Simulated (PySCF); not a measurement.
Relaxation of doublet SiF3

Level of theory: UPBE0/[Si def2-TZVP, F def2-TZVP], no relativity, density fitting, PySCF. A (50,194) grid was used.

A start displaced from a saddle point along its imaginary mode, of Cs symmetry, held to at least that symmetry:

Coordinates in bohr (charge 0 multiplicity 2):
```
Si    0.0000   -0.2268   -0.4469
F     0.0000    0.0476    2.5463
F     3.0036    0.1432   -0.9441
F    -3.0036    0.1432   -0.9441
```

Question: What forces act on the atoms at the start (eV/Å)?

Answer: 
```tsv
atom	Fx	Fy	Fz
Si1	0.00	-1.60	0.60
F2	0.00	0.16	-0.19
F3	-0.70	0.72	-0.21
F4	0.70	0.72	-0.21
```

Question: What does it relax to?

Answer: It ends at C3v with Si–F 1.581 Å (×3); F–Si–F 107.9° (×3). A frequency run shows a minimum. Other isomers or separated fragments may lie lower.

Question: How much energy is released, and in how many steps?

Answer: 110.6 kJ/mol in 7 steps.

The relaxation took 16 s on 4 threads of a shared Arm Neoverse V1 host, with 130 basis functions and 8 gradients; the process peaked at 1.4 GiB.
